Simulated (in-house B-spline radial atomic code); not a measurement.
## CAM-B3LYP excitations of Se VII (Se6+)

Method: CAM-B3LYP. Computed with an all-electron radial atomic-structure program (B-spline basis): linear response of the closed shell [Ar] 3d10 with the functional's adiabatic kernel; non-relativistic, point nucleus, no spin-orbit coupling, no double excitations, S, P, D and F terms only. Only terms of natural parity with L up to 3 were computed.

Without relativity these are model numbers for so heavy an element.

Command:
```bash
python run_td.py task.json out
```
Settings (radii: box in bohr, nucleus in fm):
```
Z                        34
electrons                28
configuration            [Ar] 3d10
hamiltonian              nr
method                   camb3lyp
box_radius               14.35
intervals                53
```

Cost of the run: 2 s on 1 thread of Arm Neoverse N1, on a shared host.

The lowest states, in the order of their Tamm-Dancoff energies; the method's threshold (minus the highest occupied level) is 146.65 eV. Labels give the largest channel, * marks a mixed state, and oscillator strengths are full-response dipole values. Semilocal kernels can invert the small singlet-triplet splittings of Rydberg terms. Energies in eV:

| state | full response | Tamm-Dancoff | oscillator strength |
| --- | --- | --- | --- |
| 3d → 4s 3D | 52.44 | 52.45 | - |
| 3d → 4s 1D | 53.29 | 53.30 | - |
| 3d → 4p 3P | 66.34 | 66.37 | - |
| 3d → 4p 3F | 66.62 | 66.64 | - |
| 3d → 4p 1F | 67.34 | 67.35 | - |
| 3d → 4p 1P | 68.49 | 68.58 | 0.526 |
| 3d → 4d 3S | 88.12 | 88.16 | - |
| 3d → 4d 3D | 89.03 | 89.04 | - |
| 3d → 4d 1D | 89.93 | 89.95 | - |
| 3d → 4d 1S | ? | ? | - |
| 3d → 5s 3D | 99.19 | 99.19 | - |
| 3d → 5s 1D | 99.41 | 99.42 | - |
| 3d → 5p 3P | 104.65 | 104.66 | - |
| 3d → 5p 3F | 104.75 | 104.75 | - |
| 3d → 5p 1F | 104.95 | 104.95 | - |
| 3d → 5p 1P | 105.28 | 105.31 | 0.0535 |
| 3d → 4f 3P | 107.16 | 107.16 | - |
| 3d → 4f 3F | 107.32 | 107.32 | - |
| 3d → 4f 1F | 107.53 | 107.54 | - |
| 3d → 4f 1P | ? | ? | ? |
| 3d → 5d 3S | 113.37 | 113.38 | - |
| 3d → 5d 3D | 113.73 | 113.74 | - |

Where does 3d → 4d 1S lie?

At 95.66 eV in full response, 96.44 eV in Tamm-Dancoff.

Where does 3d → 4f 1P lie?

At 108.32 eV in full response, 108.37 eV in Tamm-Dancoff, oscillator strength 0.905.

How large is the singlet-triplet splitting of 3d → 4s (D terms) in Tamm-Dancoff?

0.853 eV, from the unrounded values.

What polarisabilities and dispersion coefficient does the method give?

Dipole 0.377 bohr³, quadrupole 0.3548 bohr⁵, C6 0.551 hartree·bohr⁶ for two such species.
